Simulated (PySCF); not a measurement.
(Z)-1-chloropent-1-ene (C5H9Cl), SMILES CCC/C=C\Cl. Heavy atoms are numbered as in [CH3:1][CH2:2][CH2:3]/[CH:4]=[CH:5]\[Cl:6]. Hydrogens are named by the atom that carries them.

Geometry optimised at PBE-D3(BJ)/def2-SVP. The values are those of a single conformer.

Calculation: PBE/def2-TZVP (PySCF).

ESP charges are fitted to the potential on shells at 1.4 to 2.0 van der Waals radii. Atomic charges (e), one atom of each kind:

```tsv
atom	ESP fit	IAO
C1 (CH3)	-0.44	-0.42
C2 (CH2)	(withheld)	-0.24
C3 (CH2)	0.13	-0.26
C4 (CH)	-0.22	-0.15
C5 (CH)	-0.27	-0.19
Cl6	(withheld)	-0.03
H on C1	(withheld)	0.14
H on C2	(withheld)	0.13
H on C3	0.02	0.14
H on C4	0.14	0.15
H on C5	(withheld)	0.17
```

Task: Complete the blanks. (Estimate from the structure and the level; the computed values follow.)

Result: 
- C2 (CH2), ESP fit: 0.14
- Cl6, ESP fit: -0.05
- H on C1, ESP fit: 0.10
- H on C2, ESP fit: -0.01
- H on C5, ESP fit: 0.21

Computed Mayer and Wiberg (Löwdin basis) orders of the bonds:
| bond | Mayer | Wiberg |
|---|---|---|
| C1–C2 | 1.01 | 1.30 |
| C2–C3 | 0.99 | 1.20 |
| C3–C4 | 1.01 | 1.25 |
| C4–C5 | 1.93 | 2.09 |
| C5–Cl6 | 1.12 | 1.71 |
